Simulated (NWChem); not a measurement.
Species: CH₃BBrCl; SMILES CB(Cl)Br

```xyz
7

B      0.4261    -0.5754     0.0162
Cl    -0.7510    -1.8806    -0.1206
Br    -0.2414     1.2310     0.1136
C      1.9624    -0.8596     0.0087
H      2.5447    -0.0942     0.5570
H      2.3053    -0.8194    -1.0509
H      2.2102    -1.8710     0.3855
```
Atoms are numbered in this order, from 1.

Level: PBE-D3(BJ)/def2-SVP (NWChem), optimised geometry, unscaled harmonic frequencies. This build's default masses of Se (78.918 u) and Br (79.917 u) are each other's, which moves their modes by up to 0.6 %.

### Question
List the harmonic frequencies with IR intensities, and the thermochemistry.

### Answer
```csv
frequency (cm⁻¹),IR intensity (km/mol)
44,0.4
222,0.5
257,0.0
367,0.0
473,12.4
736,80.5
788,15.2
972,251.4
1070,99.2
1273,93.8
1363,0.7
1383,8.0
2966,1.2
3051,2.7
3097,2.5
```

| Item | Result |
|---|---|
| zero-point energy | 25.8 kcal/mol |
| thermal correction to the enthalpy at 298.15 K (with zero-point energy) | 29.9 kcal/mol |
| heat capacity Cv | 16.9 cal/(mol K) |
| entropy at 298.15 K and 1 atm (symmetry number 1) | 79.4 cal/(mol K) |
| dipole moment | 1.33 D |

Rigid rotor and harmonic oscillator; modes under 100 cm⁻¹ make the entropy uncertain.
